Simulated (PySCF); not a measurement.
## Radial density of Cr (chromium, neutral)

UHF, [Ar] 3d4 4s1 4p1, one real determinant (an excited configuration). Calculation: PySCF 2.14, in dyall-av2z; the non-relativistic Hamiltonian (point nucleus).

| r (bohr) | 4πr²ρ (e/bohr) | 4πr²(ρα − ρβ) |
| --- | --- | --- |
| 0.00121 | 0.1604 | 0.0000 |
| 0.00203 | 0.4366 | 0.0001 |
| 0.00341 | 1.156 | 0.0003 |
| 0.00574 | 2.926 | 0.0007 |
| 0.00965 | 6.860 | 0.0016 |
| 0.0162 | 14.18 | 0.0032 |
| 0.0273 | 23.77 | 0.0047 |
| 0.0459 | 28.59 | 0.0030 |
| 0.0772 | 23.52 | -0.0019 |
| 0.130 | 24.28 | 0.0267 |
| 0.218 | 31.21 | 0.2440 |
| 0.368 | 15.55 | 1.1314 |
| 0.618 | 11.72 | 2.8345 |
| 1.04 | 10.53 | 2.8868 |
| 1.75 | 2.425 | 1.3945 |
| 2.94 | 0.7819 | 0.7700 |
| 4.95 | 0.2727 | 0.2727 |
| 8.32 | 0.02306 | 0.0231 |
| 14.0 | 2.595e-05 | 0.0000 |

⟨L²⟩ = 7.95 against 12 for a pure F term, so this real determinant mixes terms.
